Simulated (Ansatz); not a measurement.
The cluster Mg₂O₂, relaxed as a singlet with RKS PBE0-D4/def2-TZVP in Ansatz, starting from the GFN1-xTB geometry. Force threshold 0.02 eV/Å.

The structure holds one bond between oxygen atoms, so isomers without such links may lie far lower. The restricted singlet is unstable towards broken spin symmetry in Hartree–Fock (as tested in another run); at PBE0-D4/def2-TZVP this wasn't settled. Another isomer (singlet) lies 2.66 eV lower at PBE0-D4/def2-TZVP; other spin states weren't run for this one.

Start:

```tsv
atom	x (Å)	y (Å)	z (Å)
Mg1	-1.466	-0.741	-1.690
Mg2	1.467	0.740	1.689
O3	-0.082	0.429	0.516
O4	0.081	-0.428	-0.516
```

```csv
step,energy (eV),largest force component (eV/Å),SCF passes
1,-14970.4343,2.539,73
2,-14970.8117,2.177,33
3,-14971.4533,1.055,38
4,-14972.1456,1.400,29
5,-14972.7451,1.121,28
6,-14972.7567,1.152,29
7,-14972.7908,0.096,23
8,-14972.7916,0.004,23
```

Force components are those of the run's own axes.

End:

Cartesian coordinates in Å:
```
Mg -1.1500 -0.3365 -1.2708
Mg 1.2392 0.5689 1.0917
O -0.5679 0.3537 0.4387
O 0.4788 -0.5861 -0.2596
```

Bonds formed: Mg1–O3, Mg2–O4 (atoms count from 1).

No frequencies were taken in this run, so the end may be a saddle point.

Hardware: 4 threads of Arm Neoverse V2 on a shared host. Wall time 11 s.
